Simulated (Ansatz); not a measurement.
`[CH3][GaH-]([CH3])[NH2+][SiH3]`, charge 0, multiplicity 1.

Task: Give a relaxed structure at PBE0-D4/def2-TZVP (the Gaussian-basis code of Ansatz). (Best estimate.)

Result: Ansatz gave: 
```xyz
17

C    -2.016   -0.476   -0.621
Ga   -0.134   -1.118   -0.535
C     1.213   -0.312   -1.758
N     0.499   -0.220    1.396
Si    0.452    1.549    1.483
H    -2.564   -0.668    0.306
H    -2.083    0.593   -0.841
H    -2.546   -1.005   -1.418
H     0.110   -2.617   -0.058
H     2.235   -0.426   -1.385
H     1.173   -0.817   -2.728
H     1.032    0.750   -1.938
H    -0.111   -0.676    2.066
H     1.427   -0.608    1.530
H     0.890    2.031    2.820
H    -0.948    1.958    1.239
H     1.369    2.060    0.443
```
Point group Cs.
This is one stationary point; other conformers may exist.
